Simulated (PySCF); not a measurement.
Compound: C₅H₁₁B.
SMILES: `CB1CCCC1`

The closed-shell ground state was solved at several levels (PySCF, density fitting, gas phase, non-relativistic). Isolated species at its GFN2-xTB geometry (one conformer only).

```
         level  basis functions  HOMO (eV)  LUMO (eV)  gap (eV)  dipole (D)
PBE0/def2-SVPD              208      -8.00      -0.34      7.66        0.20
 PBE0/pcSseg-1              157      -8.02      -0.37      7.65        0.28
```

Estimate the row for B3LYP/pcJ-1, a basis of 272 functions; the other rows only guide the guess.

HOMO -7.81 eV, LUMO -0.57 eV, gap 7.24 eV, dipole 0.24 D.

How far do the dipole and the HOMO energy spread over the levels?

The dipole runs from 0.20 to 0.28 D (mean 0.24 D) and the HOMO from -8.02 to -7.81 eV.

***

Species: C10H10N (charge +1).
SMILES: `C[N+]1=CC=CC2=CC=CC=C21`

The closed-shell ground state was solved at several levels (PySCF, density fitting, gas phase, non-relativistic). Isolated species at its PBE0-D3(BJ)/def2-SVP geometry, gas phase.

```tsv
level	basis functions	total energy (Eh)	HOMO (eV)	LUMO (eV)	gap (eV)
PBE0/pcSseg-1	237	-441.0365	-11.45	-6.76	4.69
B3LYP/pcJ-1	397	-441.6350	-11.21	-6.89	4.32
B3LYP/def2-SVPD	300	-441.3259	-11.20	-6.89	4.31
```

(1) Estimate the row for CAM-B3LYP/pcSseg-2, a basis of 536 functions; the other rows only guide the guess.

Results:

(1) Total energy -441.5291 Eh, HOMO -12.50 eV, LUMO -5.69 eV, gap 6.81 eV.
